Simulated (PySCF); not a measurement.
CH₃O, doublet, geometry from GFN2-xTB; WB97X-V/3-21G (PySCF).

Here is a job for PySCF.
```python
from pyscf import gto, scf, dft

mol = gto.Mole()
mol.atom = '''
    C     0.00737565   -0.54258092   -0.03551608
    O    -0.02399647    0.76721111    0.02617374
    H     1.05649778   -0.91275134    0.04462160
    H    -0.43522191   -0.98812215    0.88627883
    H    -0.47355799   -0.98132992   -0.92719387
'''
mol.basis = '3-21g'
mol.spin = 1
mol.verbose = 5
mol.build()

mf = dft.UKS(mol)
mf.xc = 'wb97x_v'
mf.kernel()
mf.analyze()
```

What the program printed (banner, timings and long lists left out):

```
PySCF version 2.14.0

[INPUT] verbose = 5
[INPUT] max_memory = 4000
[INPUT] num. atoms = 5
[INPUT] num. electrons = 17
[INPUT] charge = 0
[INPUT] spin (= nelec alpha-beta = 2S) = 1
[INPUT] symmetry False subgroup None
[INPUT] Mole.unit = angstrom
[INPUT] Symbol           X                Y                Z      unit          X                Y                Z       unit  Magmom
[...]
[INPUT] ---------------- BASIS SET ----------------
[INPUT] l, kappa, [nprim/nctr], expnt,             c_1 c_2 ...
[INPUT] C
[...]
                                25.9109           0.358794
                                5.53335           0.700713
[...]
                                0.770545          1.21584
[...]
                                0.770545          0.860619
[...]
[INPUT] H
[...]
                                0.824547          0.904691
[...]
[INPUT] O
[...]
                                48.4308           0.3515
                                10.4206           0.707658
[...]
                                1.5762            1.22156
[...]
                                1.5762            0.853955
[...]
nuclear repulsion = 35.1391225152017
number of shells = 16
number of NR pGTOs = 39
number of NR cGTOs = 24
basis = 3-21g
ecp = {}

******** <class 'pyscf.dft.uks.UKS'> ********
method = UKS
initial guess = minao
damping factor = 0
level_shift factor = 0
DIIS = <class 'pyscf.scf.diis.CDIIS'>
diis_start_cycle = 1
diis_space = 8
diis_damp = 0
SCF conv_tol = 1e-09
SCF conv_tol_grad = None
SCF max_cycles = 50
direct_scf = True
direct_scf_tol = 1e-13
number electrons alpha = 9  beta = 8
XC library pyscf.dft.libxc version 7.1.2
    S. Lehtola, C. Steigemann, M. J. T. Oliveira, and M. A. L. Marques,  SoftwareX 7, 1–5 (2018)
XC functionals = wb97x_v
    N. Mardirossian and M. Head-Gordon,  Phys. Chem. Chem. Phys. 16, 9904–9924 (2014)
radial grids:
    Treutler-Ahlrichs [JCP 102, 346 (1995); DOI:10.1063/1.469408] (M4) radial grids

becke partition: Becke, JCP 88, 2547 (1988); DOI:10.1063/1.454033
pruning grids: <function nwchem_prune>
grids dens level: 3
symmetrized grids: False
atomic radii adjust function: <function treutler_atomic_radii_adjust>
** Following is NLC and NLC Grids **
NLC functional = wb97x_v
radial grids:
    Treutler-Ahlrichs [JCP 102, 346 (1995); DOI:10.1063/1.469408] (M4) radial grids

becke partition: Becke, JCP 88, 2547 (1988); DOI:10.1063/1.454033
pruning grids: <function nwchem_prune>
grids dens level: 3
symmetrized grids: False
[...]
converged SCF energy = -114.361741705492  <S^2> = 0.75297153  2S+1 = 2.0029693
Total Energy =                        -114.361741705492321
[...]
1 O 2px         -0.03649  -0.00369   0.00030  -0.00042
1 O 2py         -0.00184   0.00958  -0.01728   0.02298
1 O 2pz          0.02059  -0.00567  -0.00101   0.00131
1 O 3px          0.86266   0.46580  -0.04327   0.01102
1 O 3py          0.04361  -0.28591  -0.74936  -0.25764
1 O 3pz         -0.48681   0.79980  -0.14379  -0.00354
2 H 1s           0.00569  -0.00110   0.05011   0.00567
2 H 2s          -0.05722  -0.05683  -0.01929  -0.04387
3 H 1s          -0.00569  -0.00110   0.05011   0.00567
3 H 2s           0.05723  -0.05682  -0.01929  -0.04387
4 H 1s           0.00000  -0.01847   0.05956   0.00589
4 H 2s          -0.00001   0.07104  -0.05461  -0.03659

To work with the spin densities directly, `use mulliken_meta_spin()` only printing them here.

 ** Mulliken spin pop alpha/beta on meta-lowdin orthogonal AOs **
 ** Mulliken Spin Density (per AO)  **
spin_pop of  0 C 1s        0.00000
spin_pop of  0 C 2s       -0.00922
spin_pop of  0 C 3s        0.00001
spin_pop of  0 C 2px      -0.01793
spin_pop of  0 C 2py      -0.02097
spin_pop of  0 C 2pz      -0.01016
spin_pop of  0 C 3px       0.00108
spin_pop of  0 C 3py      -0.00010
spin_pop of  0 C 3pz       0.00013
spin_pop of  1 O 1s       -0.00001
spin_pop of  1 O 2s        0.00945
spin_pop of  1 O 3s       -0.00038
spin_pop of  1 O 2px       0.66429
spin_pop of  1 O 2py       0.01501
spin_pop of  1 O 2pz       0.21458
spin_pop of  1 O 3px       0.00034
spin_pop of  1 O 3py       0.00018
spin_pop of  1 O 3pz       0.00001
spin_pop of  2 H 1s        0.07817
spin_pop of  2 H 2s        0.00014
spin_pop of  3 H 1s        0.07817
spin_pop of  3 H 2s        0.00014
spin_pop of  4 H 1s       -0.00290
spin_pop of  4 H 2s       -0.00004
 ** Mulliken Spin Density (per atom)  **
spin density of  0 C =     -0.05715
spin density of  1 O =      0.90347
spin density of  2 H =      0.07831
spin density of  3 H =      0.07831
spin density of  4 H =     -0.00293
 ** Mulliken pop alpha/beta on meta-lowdin orthogonal AOs **
 ** Mulliken pop       alpha | beta **
[...]
In total             9.00000 | 8.00000
 ** Mulliken atomic charges   ( Nelec_alpha | Nelec_beta ) **
charge of  0C =     -0.08108  (     3.01196      3.06912 )
charge of  1O =     -0.22913  (     4.56630      3.66283 )
charge of  2H =      0.11754  (     0.48039      0.40208 )
charge of  3H =      0.11754  (     0.48039      0.40208 )
charge of  4H =      0.07513  (     0.46097      0.46390 )
Dipole moment(X, Y, Z, Debye):  0.22220, -2.04531,  0.21066
```
